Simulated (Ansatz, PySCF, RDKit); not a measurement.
Pair of molecules: HCl (SMILES Cl) (first 2 atoms) with H2 (SMILES [H][H]); geometry from B3LYP-D3(BJ)/def2-TZVP, rigid monomers moved along the line of their centres of mass till H2···H4 is 2.65 Å.
(charge 0, multiplicity 1):
```xyz
4

Cl    -0.11796    -0.58843    -0.72129
H     -0.07379    -0.40224     0.54699
H     -0.34083     0.07724     3.14377
H      0.37767    -0.11969     3.14681
```

Counterpoise-corrected where a basis set is named; no monomer relaxation. RDKit's UFF carries no charges.

Frozen-core correlation. CBS(a, b) extrapolates the correlation energy as X⁻³ and adds the Hartree–Fock energy of set b.

Programs: Ansatz (Gaussian orbitals); PySCF for the dispersion terms; RDKit for the force fields. Each number belongs to the level named beside it.

Question: Predict the interaction energy from r2SCAN-D3(BJ)/def2-TZVPPD.

Answer: -16 meV

Question: Predict the interaction energy from CCSD(T)/CBS(aug-cc-pV(T+d)Z, aug-cc-pV(Q+d)Z).

Answer: -22 meV

Question: What interaction energy does UFF give?

Answer: -8 meV

Ansatz is a program for electronic structure.
